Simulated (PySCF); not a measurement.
C₆H₁₀OSi₂, SMILES [SiH3]c1ccc(O[SiH3])cc1, GFN2-xTB optimised geometry.

```
19

Si    -2.41    -2.67     0.02
O     -0.85    -2.23     0.00
C     -0.21    -1.04     0.00
C     -0.89     0.17     0.00
C     -0.18     1.36     0.00
C      1.21     1.38     0.00
Si     2.18     3.00     0.00
C      1.87     0.16     0.00
C      1.18    -1.04     0.00
H     -2.23    -4.12     0.04
H     -3.11    -2.19    -1.17
H     -3.09    -2.16     1.21
H     -1.97     0.17     0.00
H     -0.73     2.30     0.00
H      1.24     4.12     0.11
H      2.93     3.11    -1.26
H      3.11     3.01     1.13
H      2.95     0.14     0.00
H      1.70    -1.98     0.00
```

Density from PBE0/def2-SVP in PySCF at that geometry.

Minimum of the electron density along straight lines between bonded atoms, close to the bond critical point (lines longer than 1.1 times the sum of covalent radii, or with two minima, are not listed):

```tsv
bond	length / Å	ρ at the minimum / e bohr⁻³	∇²ρ there / e bohr⁻⁵	position (fraction from the first atom)
Si1–O2	1.625	0.126	1.08	0.41
O2–C3	1.348	0.284	-0.13	0.67
C3–C4	1.389	0.313	-0.81	0.52
C4–C5	1.382	0.312	-0.80	0.50
C5–C6	1.391	0.306	-0.76	0.51
C6–Si7	1.884	0.113	0.34	0.62
C6–C8	1.393	0.306	-0.76	0.49
C3–C9	1.393	0.312	-0.81	0.52
C8–C9	1.380	0.313	-0.80	0.50
Si1–H10	1.453	0.122	0.34	0.49
Si1–H11	1.465	0.119	0.32	0.49
Si1–H12	1.465	0.119	0.32	0.49
C4–H13	1.080	0.281	-1.05	0.63
C5–H14	1.081	0.284	-1.08	0.63
Si7–H15	1.464	0.117	0.33	0.49
Si7–H16	1.466	0.116	0.32	0.49
Si7–H17	1.466	0.117	0.32	0.49
C8–H18	1.081	0.284	-1.08	0.63
C9–H19	1.080	0.283	-1.08	0.63
```
